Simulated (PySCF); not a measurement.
# $^{29}$Si chemical shifts

PySCF calculation with GFN2-xTB structure and NMR shieldings at PBE0/pcSseg-1/GIAO; rapidly exchanging positions averaged, one conformer, no solvent, non-relativistic.

Shieldings were converted by a linear fit to measured shifts: $^{29}$Si: δ = 279.94 − 0.822σ (rms 8.9 ppm, 72 shifts, 25.8 ppm with the 6 outliers that the fit left out vs TMS, solution or neat liquid). A few per cent of atoms miss by over 2 rms, more outside the fitted compound classes.

Problem. Give the $^{29}$Si shifts of `C=N[SiH2][Si@@H](C[SiH3])OC`, `[SiH3]SCO[SiH]1CCC1`, `[SiH3]Pc1ccccn1`, `[SiH3][SiH2][SiH2]CN([SiH3])[SiH2]Cl`, `CO[C@@H]1[C@@H]([SiH3])[Si@@H]1SC`.

Solution. 
```
                                                     compound                                             environment  δ (ppm)
  [CH2:1]=[N:2][SiH2:3][Si@@H:4]([CH2:5][SiH3:6])[O:7][CH3:8]                      Si4: silicon bonded to C, O, Si, H    -16.6
  [CH2:1]=[N:2][SiH2:3][Si@@H:4]([CH2:5][SiH3:6])[O:7][CH3:8]                       Si3: silicon bonded to N, Si, 2 H    -58.4
  [CH2:1]=[N:2][SiH2:3][Si@@H:4]([CH2:5][SiH3:6])[O:7][CH3:8]                           Si6: silicon bonded to C, 3 H    -70.8
      [SiH3:1][S:2][CH2:3][O:4][SiH:5]1[CH2:6][CH2:7][CH2:8]1  Si5: silicon bonded to 2 C, O, H, in a 4-membered ring    -12.3
      [SiH3:1][S:2][CH2:3][O:4][SiH:5]1[CH2:6][CH2:7][CH2:8]1                           Si1: silicon bonded to S, 3 H    -54.2
                                              [SiH3]Pc1ccccn1                                silicon bonded to P, 3 H    -77.5
 [SiH3:1][SiH2:2][SiH2:3][CH2:4][N:5]([SiH3:6])[SiH2:7][Cl:8]                       Si7: silicon bonded to Cl, N, 2 H    -22.7
 [SiH3:1][SiH2:2][SiH2:3][CH2:4][N:5]([SiH3:6])[SiH2:7][Cl:8]                           Si6: silicon bonded to N, 3 H    -50.8
 [SiH3:1][SiH2:2][SiH2:3][CH2:4][N:5]([SiH3:6])[SiH2:7][Cl:8]                       Si3: silicon bonded to C, Si, 2 H    -65.8
 [SiH3:1][SiH2:2][SiH2:3][CH2:4][N:5]([SiH3:6])[SiH2:7][Cl:8]                          Si1: silicon bonded to Si, 3 H    -98.0
 [SiH3:1][SiH2:2][SiH2:3][CH2:4][N:5]([SiH3:6])[SiH2:7][Cl:8]                        Si2: silicon bonded to 2 Si, 2 H   -116.0
[CH3:1][O:2][C@@H:3]1[C@@H:4]([SiH3:5])[Si@@H:6]1[S:7][CH3:8]                           Si5: silicon bonded to C, 3 H    -66.6
[CH3:1][O:2][C@@H:3]1[C@@H:4]([SiH3:5])[Si@@H:6]1[S:7][CH3:8]  Si6: silicon bonded to 2 C, S, H, in a 3-membered ring    -76.3
```

Problem. Order these by $^{29}$Si shift, lowest first.
A. C[SiH]1CCPCC1
B. C[Si@@H](P)C#CCC#N
C. Cc1ccpc([SiH3])n1
D. CCCC#CC[Si@@H]1C[C@@H]1F
E. CC(C)[P@](=S)(CO)C[SiH3]

Solution. D (-99.8 ppm, silicon bonded to 3 C, H, in a 3-membered ring), E (-72.2 ppm, silicon bonded to C, 3 H), C (-59.2 ppm, silicon bonded to C, 3 H), B (-43.8 ppm, silicon bonded to 2 C, P, H), A (-28.8 ppm, silicon bonded to 3 C, H, in a 6-membered ring).
